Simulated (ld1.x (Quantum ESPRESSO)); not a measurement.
## Pb: variants of one TM potential

Base potential:

```
Element                 : Pb (Z = 82)
Generator               : ld1.x (Quantum ESPRESSO) 7.5
Type                    : norm-conserving Troullier–Martins (Kleinman–Bylander form)
Functional              : PBE
Relativity              : scalar-relativistic
Frozen core             : [Xe] 4f14 5d10
Valence charge          : 4
Reference configuration : 6s2 6p2
Partial waves           : 6s (bound): rc 1.90 bohr; 6p (bound): rc 2.85 bohr
Local potential         : all-electron potential smoothed inside 2.30 bohr (lloc = -1)
Core correction         : a·sin(br)/r model core inside 1.50 bohr
```

All-electron outer shells of the reference configuration (PBE, scalar-relativistic, ld1.x):

| shell | level (eV) | outermost node (bohr) | outermost maximum (bohr) |
| --- | --- | --- | --- |
| 5p | -85.83 | 0.49 | 0.88 |
| 5d | -21.18 | 0.52 | 1.07 |
| 6s | -12.04 | 1.01 | 1.95 |
| 6p | -3.50 | 1.18 | 2.67 |

Cutoffs, loose and tight: the cutoffs (Ry, on a coarse ladder) from which the occupation-weighted sum of valence levels, in a spherical-Bessel basis at the reference potential, stays within 10 and 1 mRy of its value at 400 Ry. They do not see the model core or the augmentation charge, which bear on the density cutoff. Test errors are all-electron minus pseudo excitation energies from the reference, over the configurations 6s2 6p1; 6s2 6p0; 6s1 6p0; 6s1 6p3; 6s2 6p2.3; 6s0 6p4; 6s1 6p2. A dash means not determined; rows that change the core or the reference have their own tests.

A true bound ghost makes a file unfit for plane-wave use even where its test errors are small: the radial tests pick states by their node count and pass the ghost by.

| change | outcome | cutoff, loose | cutoff, tight | bound ghosts | largest test error (meV) |
| --- | --- | --- | --- | --- | --- |
| base | generated | 21 Ry | 35 Ry | none | -607 |
| all radii but the core radius scaled by about 0.77 (s 1.46, p 2.20 bohr); local potential all-electron potential smoothed inside 1.78 bohr (lloc = -1) | generated | 90 Ry | 160 Ry | s, d | -674 |
| all radii but the core radius scaled by about 0.83 (s 1.58, p 2.36 bohr); local potential all-electron potential smoothed inside 1.90 bohr (lloc = -1) | generated | 45 Ry | 90 Ry | s, d | -666 |
| all radii but the core radius scaled by about 0.90 (s 1.72, p 2.56 bohr); local potential all-electron potential smoothed inside 2.08 bohr (lloc = -1) | generated | 25 Ry | 55 Ry | s, d | -498 |
| all radii but the core radius scaled by about 0.95 (s 1.80, p 2.70 bohr); local potential all-electron potential smoothed inside 2.18 bohr (lloc = -1) | generated | 21 Ry | 50 Ry | d | -566 |
| all radii but the core radius scaled by about 1.04 (s 1.98, p 2.98 bohr); local potential all-electron potential smoothed inside 2.40 bohr (lloc = -1) | generated | 21 Ry | 35 Ry | none | -623 |
| all radii but the core radius scaled by about 1.09 (s 2.06, p 3.10 bohr); local potential all-electron potential smoothed inside 2.50 bohr (lloc = -1) | generated | 21 Ry | 35 Ry | none | -646 |
| all radii but the core radius scaled by about 1.18 (s 2.24, p 3.36 bohr); local potential all-electron potential smoothed inside 2.70 bohr (lloc = -1) | generated | 21 Ry | 30 Ry | none | -690 |
| all radii but the core radius scaled by about 1.26 (s 2.40, p 3.60 bohr); local potential all-electron potential smoothed inside 2.90 bohr (lloc = -1) | generated | 18 Ry | 30 Ry | none | -749 |
| all radii but the core radius scaled by about 1.33 (s 2.52, p 3.80 bohr); local potential all-electron potential smoothed inside 3.06 bohr (lloc = -1) | generated | 18 Ry | 25 Ry | none | -799 |
| all radii but the core radius scaled by about 1.37 (s 2.60, p 3.90 bohr); local potential all-electron potential smoothed inside 3.16 bohr (lloc = -1) | generated | 15 Ry | 25 Ry | none | -827 |

Reading the sweep of the scale of all radii but the core radius (base = 1) (base included, trends over the rows without a ghost): The loose cutoff falls from 21 Ry at 1 to 15 Ry at 1.37. A larger radius leaves more room for a smooth pseudo-wave, so fewer plane waves are needed; a smaller one forces it to follow the all-electron wave where it bends sharply. The median size of the test errors (rows with all tests solved) stays near 68.4 meV. Bound ghosts are found at 0.77, 0.83, 0.9, 0.95.
